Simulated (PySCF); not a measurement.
**Polarisability and C₆ of Pd(2+) (palladium, charge +2)**

[Kr] 4d8, high-spin 3F determinant. All numbers are calculated (PySCF 2.14, scalar relativity by spin-free X2C-1e, in ANO-RCC-VTZP (7s6p4d2f1g, 68 functions)). Coupled (time-dependent) response in atomic units; α is the mean over directions. The basis has no added diffuse functions, which lowers α and C₆.

```csv
method,mean α (bohr³),C₆ (like pair),S(−4)
r2SCANh,6.138,32.77,9.210
```

S(−4) is the Cauchy moment in α(ω) = α(0) + S(−4) ω² + …

Spin-orbit coupling is absent.

α(iu) at r2SCANh:

| u (hartree) | α(iu) (bohr³) |
| --- | --- |
| 0 | 6.138 |
| 0.0500 | 6.115 |
| 0.100 | 6.048 |
| 0.200 | 5.808 |
| 0.300 | 5.479 |
| 0.500 | 4.770 |
| 0.750 | 4.006 |
| 1.00 | 3.398 |
| 1.50 | 2.490 |
| 2.00 | 1.860 |
| 3.00 | 1.106 |
| 5.00 | 0.4979 |

A single London oscillator, α(iu) = α/(1 + u²/ω²), gives C₆ = (3/4) ω α². Matching the computed C₆ needs ω = 4 × 32.77 / (3 × 6.138²) = 1.16 hartree.

For an ion, C₆ is the dispersion term alone; charge-induced terms of lower order in 1/R come first.
